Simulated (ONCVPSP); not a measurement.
## What one change does to a pseudopotential (Hf (Z = 72), ONCV)

* Element: Hf
* Generator: ONCVPSP 4.0.1
* Type: optimised norm-conserving Vanderbilt (ONCV)
* Functional: PBEsol
* Relativity: fully relativistic
* Frozen core: [Kr] 4d10 4f14
* Valence charge: 12
* Reference configuration: 5s2 5p6 5d2 6s2
* Partial waves: 5s+6s: rc 1.75 bohr, ncon 4, nbas 7, qcut 8.9 1/bohr, 2 projectors; 5p: rc 2.05 bohr, ncon 5, nbas 8, qcut 6.3 1/bohr, 2 projectors, debl 1.3 Ha; 5d: rc 1.85 bohr, ncon 3, nbas 7, qcut 5.7 1/bohr, 2 projectors, debl 2.6 Ha
* Local potential: polynomial inside 1.35 bohr (lpopt 2, dvloc0 0 Ha)
* Core correction: Teter function, fcfact 1.75, rcfact 1.1

Open shells are filled in proportion to 2j + 1.

All-electron outer shells of the reference configuration (PBEsol, scalar-relativistic, ld1.x):

| shell | level (eV) | outermost node (bohr) | outermost maximum (bohr) |
| --- | --- | --- | --- |
| 5s | -67.04 | 0.55 | 1.01 |
| 5p | -35.59 | 0.60 | 1.16 |
| 4f | -16.86 | – | 0.45 |
| 6s | -5.13 | 1.37 | 2.89 |
| 5d | -2.71 | 0.67 | 1.69 |

Change: local potential polynomial inside 1.35 bohr (lpopt 2, dvloc0 9 Ha).

Cutoffs: the cutoffs (Ha) at which the residual kinetic energy of the hardest occupied pseudo-wave falls to 1 and 0.1 mHa per electron; they do not see the model core or the augmentation charge, which bear on the density cutoff. Errors are all-electron minus pseudo energies relative to the spin-unpolarised reference configuration.

What does the change do?

The potential gets neither clearly harder nor softer (24 Ha and 29 Ha → 24 Ha and 29 Ha); a bound ghost appears in s, which as a rule spoils a file; the errors of the 3 common tests hardly move. In the separable form a ghost depends on how the local part lies against the semilocal potential of the channel, so the choice of the local part can create or remove one.

| quantity | base | changed |
| --- | --- | --- |
| cutoff, loose | 24 Ha | 24 Ha |
| cutoff, tight | 29 Ha | 29 Ha |
| bound ghosts | none | s |
| GHOST(+) flags under 300 eV | none | none |
| tests counted (converged, no solver errors) | 3 of 4 | 3 of 4 |
| error for 5s2 5p6 5d2 6s1, meV [ΔE 8.01 eV] | +1.2 | +1.1 |
| error for 5s2 5p6 5d2 6s0, meV [ΔE 22.18 eV] | +14 | +14 |
| error for 5s2 5p6 5d2 6s0 6p1, meV [ΔE 12.69 eV] | +6.0 | +5.9 |
| s: phases at 1.78 bohr within 0.05 rad from the reference energy up to (Ha; the scan ends near 5) | to the end of the scan | to the end of the scan |
| p3/2: phases at 2.08 bohr within 0.05 rad from the reference energy up to (Ha; the scan ends near 5) | to the end of the scan | to the end of the scan |
| p1/2: phases at 2.08 bohr within 0.05 rad from the reference energy up to (Ha; the scan ends near 5) | to the end of the scan | to the end of the scan |
| d5/2: phases at 1.88 bohr within 0.05 rad from the reference energy up to (Ha; the scan ends near 5) | to the end of the scan | to the end of the scan |
| d3/2: phases at 1.88 bohr within 0.05 rad from the reference energy up to (Ha; the scan ends near 5) | to the end of the scan | to the end of the scan |
| rms error of d²Exc/dni dnj with the model core, mHa | 7.51 | 7.51 |

Base: Tests not counted: 5s2 5p6 5d1 6s0 (no result). These tests converged, but a pseudo level misses the all-electron one widely, so the file describes the atom poorly there or has found another state: 5s2 5p6 5d2 6s0 6p1: empty 6s by 5.6 eV. Changed file: Tests not counted: 5s2 5p6 5d1 6s0 (no result). These tests converged, but a pseudo level misses the all-electron one widely, so the file describes the atom poorly there or has found another state: 5s2 5p6 5d2 6s0 6p1: empty 6s by 5.6 eV. A true bound ghost makes a file unfit for plane-wave use even where its test errors are small: the radial tests pick states by their node count and pass the ghost by.
